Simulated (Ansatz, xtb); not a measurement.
Conformers of CH5NOPb (SMILES C[O][Pb][NH2]), B3LYP-D3(BJ)/def2-TZVP minima from an xTB search, which can miss the lowest.
Conformer 1 (charge 0, multiplicity 1, Z-matrix in Å and degrees):
```
C
H 1 1.0955
H 1 1.0992 2 107.49
H 1 1.0992 2 107.48 3 -115.48
O 1 1.4045 2 109.13 4 -122.27
Pb 5 2.1112 1 124.43 2 179.89
N 6 2.1386 5 94.99 1 0.06
H 7 1.0100 6 124.39 5 -179.96
H 7 1.0100 8 110.95 6 179.99
```

Frozen-core correlation. Filled d and f shells under p-block atoms count as core. CBS(a, b) extrapolates the correlation energy as X⁻³ and adds the Hartree–Fock energy of set b. MP2 and its Hartree–Fock in def2-QZVPP are density fitted.

Run with Ansatz (Gaussian orbitals); xtb for the GFN methods. Each number belongs to the level named beside it. In def2 rows elements past Kr take small-core potentials, without spin–orbit coupling.

Electronic energies of 2 conformers above conformer 1 (kcal/mol):

| level | conformer 1 | conformer 2 |
|---|---|---|
| GFN2-xTB | 0.00 | 3.71 |
| PBE/def2-TZVPP | 0.00 | 0.58 |
| wB97M-V/def2-TZVPP | 0.00 | 0.95 |
| MP2/CBS(def2-TZVPP, def2-QZVPP) + ΔCCSD(T)/def2-TZVPP | 0.00 | 1.12 |

Q: Give Boltzmann populations at 298.15 K for each level, counting each conformer once and leaving out zero-point, thermal and symmetry terms.

A: 
Weights exp(−E/RT) with RT = 0.5925 kcal/mol, divided by their sum:
- GFN2-xTB: 100 %, 0 %
- PBE/def2-TZVPP: 73 %, 27 %
- wB97M-V/def2-TZVPP: 83 %, 17 %
- MP2/CBS(def2-TZVPP, def2-QZVPP) + ΔCCSD(T)/def2-TZVPP: 87 %, 13 %
The share of conformer 1 runs from 73 to 100 % over these levels.

Ansatz is an electronic-structure program.
